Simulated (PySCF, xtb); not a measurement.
C₃H₇ClSi, SMILES C/C=C/[SiH2]Cl.

GFN2-xTB (xtb 6.7.1) at its own geometry gives an orbital gap of 4.60 eV and a dipole moment of 2.65 D.

Geometry optimised at PBE0-D3(BJ)/def2-SVP. The structure was generated by enumeration; whether it is a known compound was not checked. Other conformers were not sampled.

What does PBE/def2-TZVP (PySCF) give? (Estimate from the structure and the level; the computed values follow.)

gap 5.07 eV (levels -6.74 and -1.67 eV), dipole 2.61 D.
